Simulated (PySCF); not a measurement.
Species: C4H4FNOSe.
Cartesian coordinates in Å at the PBE0-D3(BJ)/def2-SVP level; atoms count from 1:
```
atom  x, y, z in Å
C1    -2.200    0.243   -0.183
O2    -1.051   -0.544   -0.418
C3     0.105   -0.035   -0.004
N4     0.206    1.116    0.589
Se5    1.945    1.439    0.985
C6     2.432   -0.189    0.237
C7     1.313   -0.801   -0.223
F8     1.272   -1.981   -0.818
H9    -3.044   -0.310   -0.612
H10   -2.356    0.399    0.896
H11   -2.106    1.230   -0.662
H12    3.450   -0.572    0.183
```

The computed photoelectron lines, unassigned: C 1s: 291.09 (area 1), 292.53 (area 1), 292.94 (area 1), 293.16 (area 1) eV; N 1s: 404.61 eV; O 1s: 539.37 eV; F 1s: 693.30 eV.

Computed with PySCF, delta-SCF UKS SCAN, pcX-2 on the ionised atom, pcseg-1 elsewhere, spin-free X2C. Geometry: PBE0-D3(BJ)/def2-SVP, one conformer, isolated molecule.

(1) Order the carbon atoms by C 1s binding energy.

Answers

(1) 291.09 eV: C6 (aromatic CH carbon); 292.53 eV: C1 (methoxy carbon); 292.94 eV: C7 (aromatic C–F carbon); 293.16 eV: C3 (aromatic carbon bearing oxygen). Lowest listed C 1s: C6, bonded to Se (aromatic in the SMILES), C (aromatic in the SMILES) and H. Highest, 2.07 eV above it: C3, bonded to O, N (aromatic in the SMILES) and C (aromatic in the SMILES). The widest gap between neighbouring values is 1.44 eV, between 291.09 and 292.53 eV. Summing the Pauling electronegativity differences to the bonded atoms, each weighted by its formal bond order, gives -0.35 for the lowest site and +1.63 for the highest; no listed site has a larger sum than the highest.

Bonded neighbours of each site: C1: O and 3 H; O2: 2 C; C3: O, N (aromatic in the SMILES) and C (aromatic in the SMILES); N4: C (aromatic in the SMILES) and Se (aromatic in the SMILES); C6: Se (aromatic in the SMILES), C (aromatic in the SMILES) and H; C7: F and 2 C (aromatic in the SMILES); F8: C.

Task: Give the binding energy of N 1s of N4 in hartree and in kJ/mol.

Result: 404.61 eV = 14.8691 Eh = 39039 kJ/mol.

No level of selenium is listed.

Time: 84 s wall. Hardware: one thread of an Arm Neoverse V1, no GPU (shared host).
